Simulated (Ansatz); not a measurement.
B(OH)2(SMe) (CH₅BO₂S), SMILES CSB(O)O.

Geometry: B3LYP-D3(BJ)/def2-SVP. The values are those of a single conformer.

Two levels are set side by side: PBE/def2-SVPD (Ansatz, a first-principles code) and CAM-B3LYP/def2-SVPD (Ansatz). Energy differences of separate SCF runs at the same geometry; the states with an electron removed or added have multiplicity 2 and 2. Differences are taken from unrounded values.

| quantity | PBE |
|---|---|
| vertical ionisation energy (eV) | 8.94 |
| vertical singlet–triplet gap (eV) | 5.22 |

Problem. These are the PBE values. What does CAM-B3LYP give? (The exact figures need the calculation; the answer reports its results.)

Solution. 
```json
[
 {"quantity": "vertical ionisation energy (eV)", "CAM-B3LYP": "9.12", "PBE minus CAM-B3LYP": "-0.18"},
 {"quantity": "vertical singlet–triplet gap (eV)", "CAM-B3LYP": "5.72", "PBE minus CAM-B3LYP": "-0.51"}
]
```
